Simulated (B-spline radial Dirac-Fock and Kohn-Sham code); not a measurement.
What relativity does to the binding energies of Sb²⁴⁺

System: antimony as Sb²⁴⁺, configuration [Ar] 3d9.

Both columns are ΔSCF binding energies of the configuration average from a radial B-spline solver: non-relativistic Hartree-Fock with a point nucleus, and Dirac-Fock with a finite nucleus and the Coulomb interaction alone, averaged over the two j levels with weights 2j+1.

| shell | Hartree-Fock (eV) | Dirac-Fock (eV) | shift (eV) | shift (%) |
| --- | --- | --- | --- | --- |
| 1s | 30300.0 | 31432.1 | +1132.15 | +3.74 |
| 2s | 5247.8 | 5531.4 | +283.64 | +5.40 |
| 2p | 4956.8 | 5043.9 | +87.15 | +1.76 |
| 3s | 1632.3 | 1699.1 | +66.79 | +4.09 |
| 3p | 1511.0 | 1535.3 | +24.34 | +1.61 |
| 3d | 1296.6 | 1293.5 | -3.12 | -0.24 |

Relativity binds 1s, 2s, 2p, 3s, 3p more strongly, among those listed most of all 2s in relative terms, and 3d more weakly, because the contracted s and p shells screen the nucleus better.

Values without a named source are computed, but for edge energies of neutral atoms, which are taken from tables.
